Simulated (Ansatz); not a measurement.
A structure relaxed at PBE-D4/def2-TZVP in Ansatz, charge 0, singlet:

Cartesian coordinates in Å:
```
Ge -0.526 -0.171 0.544
F 1.238 -0.337 0.538
F -0.712 0.508 -1.082
```

Question: Give its formula, name or SMILES and point group.

Answer: GeF2. Point group C2v (tolerance 0.1 Å).

Question: Summarise the bond lengths by kind (pairs closer than 1.2 times the sum of covalent radii, bridged metal pairs left out).

Answer: 2 × F–Ge 1.77 Å.
